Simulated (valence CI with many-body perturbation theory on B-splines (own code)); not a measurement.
# Sc: calculated level list

Level of theory: configuration interaction combined with many-body perturbation theory (CI+MBPT): three valence electrons over a frozen Dirac-Fock core [Ar], radial functions for each j: 7 s, 7 p, 8 d, 6 f, 4 g, 1 h, with the one-electron correlation potential Σ1 (screened to all orders), the two-electron term Σ2, the three-electron term Σ3, Breit, model QED; selected single and double excitations, second order for the rest, scaled by the run's own slope (own B-spline code, finite nucleus).

Set against measurement, 24 paired levels are off by 270 cm⁻¹ on average, the worst by 558. These come from a selection out of the NIST Handbook of Basic Atomic Spectroscopic Data. Levels without a partner in it may be off by more, other configurations by 1,000 to 4,000 cm⁻¹.

Levels 1 to 34 of 34, with energies above the lowest level, 3d.4s2 2D_3/2. "Leading %" is the weight of the configuration and term that name the level; weights of strongly mixed levels are sums over their largest components and can fall short, so below about 35 % the name and the second component can differ from the true leading terms, or belong to a minority configuration. Lifetimes count E1, E2, E3, M1 and M2 decay at the calculated energies, and are blank where another channel may lead or the interval is too uncertain; long ones can be off by a factor of two.

```csv
No.,Configuration,Term,J,E (eV),Leading %,Lifetime,g,Second component
1,3d.4s2,2D,3/2,0.0000,91,,0.799,4 % 3d.4p2 2D
2,3d.4s2,2D,5/2,0.0210,91,19100 s,1.200,4 % 3d.4p2 2D
3,3d2.4s,4F,3/2,1.359,93,21500 s,0.399,
4,3d2.4s,4F,5/2,1.364,93,9230 s,1.028,
5,3d2.4s,4F,7/2,1.370,93,9270 s,1.238,
6,3d2.4s,4F,9/2,1.379,93,,1.334,
7,3d2.4s,2F,5/2,1.786,87,311 ms,0.857,5 % 3d.4p2 2F
8,3d2.4s,2F,7/2,1.800,87,312 ms,1.143,5 % 3d.4p2 2F
9,3d.4s.4p,4F°,3/2,1.919,87,3.15 μs,0.432,6 % 3d.4s.4p 2D°
10,3d.4s.4p,4F°,5/2,1.929,86,3.16 μs,1.046,6 % 3d.4s.4p 2D°
11,3d.4s.4p,4F°,7/2,1.945,93,7.13 μs,1.240,
12,3d.4s.4p,4D°,1/2,1.954,93,2.21 μs,-0.002,
13,3d.4s.4p,4D°,3/2,1.957,68,,1.075,20 % 3d.4s.4p 2D°
14,3d.4s.4p,2D°,5/2,1.958,62,530 ns,1.226,22 % 3d.4s.4p 4D°
15,3d.4s.4p,4F°,9/2,1.963,94,6.98 μs,1.334,
16,3d.4s.4p,2D°,3/2,1.967,64,475 ns,0.891,24 % 3d.4s.4p 4D°
17,3d.4s.4p,4D°,5/2,1.971,70,937 ns,1.329,23 % 3d.4s.4p 2D°
18,3d.4s.4p,4D°,7/2,1.979,92,2.17 μs,1.427,
19,3d2.4s,2D,5/2,2.081,63,,1.303,22 % 3d2.4s 4P
20,3d2.4s,2D,3/2,2.084,68,,0.990,18 % 3d2.4s 4P
21,3d2.4s,4P,1/2,2.088,87,,2.670,
22,3d2.4s,4P,3/2,2.093,69,,1.544,17 % 3d2.4s 2D
23,3d2.4s,4P,5/2,2.101,64,,1.498,22 % 3d2.4s 2D
24,3d.4s.4p,4P°,1/2,2.277,94,,2.641,
25,3d.4s.4p,4P°,3/2,2.278,93,,1.725,
26,3d.4s.4p,4P°,5/2,2.285,95,,1.601,
27,3d.4s.4p,2P°,1/2,2.329,51,1.97 μs,0.695,33 % 4s2.4p 2P°
28,3d.4s.4p,2P°,3/2,2.346,52,2.57 μs,1.343,32 % 4s2.4p 2P°
29,3d2.4s,2G,9/2,2.463,84,14.1 ms,1.111,
30,3d2.4s,2G,7/2,2.464,84,12.5 ms,0.888,
31,3d2.4s,2P,1/2,2.521,81,11.7 μs,0.666,
32,3d2.4s,2P,3/2,2.526,81,11.5 μs,1.334,
33,3d.4s.4p,2F°,5/2,2.583,89,678 ns,0.857,6 % 3d2.4p 2F°
34,3d.4s.4p,2F°,7/2,2.589,89,927 ns,1.143,5 % 3d2.4p 2F°
```

Names give the largest LS component (configuration and term), which can be under half, so a name can repeat, a term be missing and a line seem to break the LS rules; names also repeat where a configuration has a term twice.

Where two levels of one J and parity lie close, their mixing, g and order are uncertain.

The ionisation energy to 3d.4s 3D_1 of the next ion comes out as 6.541 eV (NIST: 6.56149 eV (measured), further off than twice its uncertainty). All 34 levels together are meant to be complete up to 2.624 eV.
